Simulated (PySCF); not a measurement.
Identify the unknown among the candidates.

All candidates are C6H18Si4.

| technique | computed result |
| --- | --- |
| Dipole | 1.48 D [PBE/pcSseg-1] |
| Rotational structure | rotational constants A, B, C: 1.023, 0.471, 0.439 GHz [PBE0-D3(BJ)/def2-SVP] |
| 13C NMR | chemical shifts (computed TMS as zero) by class: 22.6 (2 C), 19.0 (1 C), 6.2 (2 C), -5.3 (1 C) ppm [GIAO PBE/pcSseg-1] |
| NMR, other nuclei | isotropic shieldings of nuclei other than C and H, by class: 369 (1 Si), 369 (1 Si), 435 (2 Si) ppm [GIAO PBE/pcSseg-1] |
| 1H NMR | chemical shifts (computed TMS as zero) by class: 5.14 (1 H), 4.74 (1 H), 4.16 (2 H), 4.06 (2 H), 1.39 (1 H), 1.21 (6 H), 0.75 (2 H), 0.35 (2 H), -0.08 (1 H) ppm [GIAO PBE/pcSseg-1] |

Electronic properties: PySCF, gas phase, density fitting. Levels stand in brackets. The structure is a single PBE0-D3(BJ)/def2-SVP conformer in the gas phase; no vibrational or solvent corrections. NMR classes are plain means over equivalent atoms (diastereotopic ones count apart unless rotation or inversion swaps them), as if these changed places fast.

Task: Which candidate is it?
A. `C=C[Si]1(C(C)(C)C)[SiH2][SiH2][SiH2]1`
B. `CC(C)[Si@H]1[SiH2][Si@@H](C2CC2)[SiH2]1`
C. `CC#C[SiH2][Si@@H](CCC)[SiH2][SiH3]`

Result: B. It is `CC(C)[Si@H]1[SiH2][Si@@H](C2CC2)[SiH2]1`. Numbering: `[CH3:1][CH:2]([CH3:3])[Si@H:4]1[SiH2:5][Si@@H:6]([CH:7]2[CH2:8][CH2:9]2)[SiH2:10]1`. Its formula, C6H18Si4, gives 2 degrees of unsaturation: 2 rings and 0 π bonds in the structure found. 6 carbons fall into 4 classes; from least to most shielded: methyl carbon [C1/C3] (22.6 ppm, 2 C), chain sp3 carbon bound to silicon [C2] (19.0 ppm), three-membered-ring carbon [C8/C9] (6.2 ppm, 2 C), ring sp3 carbon bound to silicon [C7] (-5.3 ppm). Hydrogen classes from least to most shielded: 1 H on an SiH silicon, Si6 (5.14 ppm), 1 H on an SiH silicon, Si4 (4.74 ppm), 2 H on 2 SiH2 silicons, Si5/Si10 (4.16 ppm), 2 H on 2 SiH2 silicons, Si5/Si10 (4.06 ppm), 1 H on an sp3 carbon bound to silicon, C2 (1.39 ppm), 6 H on 2 methyl carbons, C1/C3 (1.21 ppm), 2 H on 2 three-membered-ring carbons, C8/C9 (0.75 ppm), 2 H on 2 three-membered-ring carbons, C8/C9 (0.35 ppm), 1 H on an sp3 carbon bound to silicon, C7 (-0.08 ppm). The other shieldings belong to: 369 ppm, SiH silicon [Si4]; 369 ppm, SiH silicon [Si6]; 435 ppm, SiH2 silicon [Si5/Si10]. The optimised geometry has point group C1 and is an asymmetric top.

The others, at the same levels:
- `CC#C[SiH2][Si@@H](CCC)[SiH2][SiH3]` fails: it has 6 carbon classes against 4; its computed 13C shifts are 116.9 (1 C), 76.6 (1 C), 26.9 (1 C), 20.9 (1 C), 16.8 (1 C), 7.2 (1 C) ppm, 1H shifts are 4.45 (1 H), 4.32 (1 H), 3.98 (1 H), 3.78 (3 H), 3.75 (1 H), 3.42 (1 H), 1.95 (3 H), 1.50 (1 H), 1.35 (1 H), 1.06 (3 H), 0.87 (1 H), 0.50 (1 H) ppm and smallest rotational constant is 0.272 GHz (against 0.439 GHz).
- `C=C[Si]1(C(C)(C)C)[SiH2][SiH2][SiH2]1` fails: its computed 13C shifts are 143.2 (1 C), 142.1 (1 C), 30.4 (3 C), 24.4 (1 C) ppm, 1H shifts are 6.54 (1 H), 6.43 (1 H), 6.13 (1 H), 4.21 (2 H), 4.12 (1 H), 4.08 (2 H), 3.98 (1 H), 1.12 (9 H) ppm and rotational constant A is 0.839 GHz (against 1.023 GHz).

Each candidate is one conformer, not necessarily the lowest. Dipoles, sizes and rotational constants follow the conformer. The torsions of the flexible species, by atom-mapped SMILES:
- `[CH3:1][CH:2]([CH3:3])[Si@H:4]1[SiH2:5][Si@@H:6]([CH:7]2[CH2:8][CH2:9]2)[SiH2:10]1`: C1–C2–Si4–Si5 -57°, Si5–Si6–C7–C8 145°
- `[CH3:1][C:2]#[C:3][SiH2:4][Si@@H:5]([CH2:6][CH2:7][CH3:8])[SiH2:9][SiH3:10]`: C3–Si4–Si5–C6 179°, Si4–Si5–C6–C7 177°, Si5–C6–C7–C8 179°, Si4–Si5–Si9–Si10 54°
- `[CH2:1]=[CH:2][Si:3]1([C:4]([CH3:5])([CH3:6])[CH3:7])[SiH2:8][SiH2:9][SiH2:10]1`: C1–C2–Si3–C4 -119°, C2–Si3–C4–C5 -59°
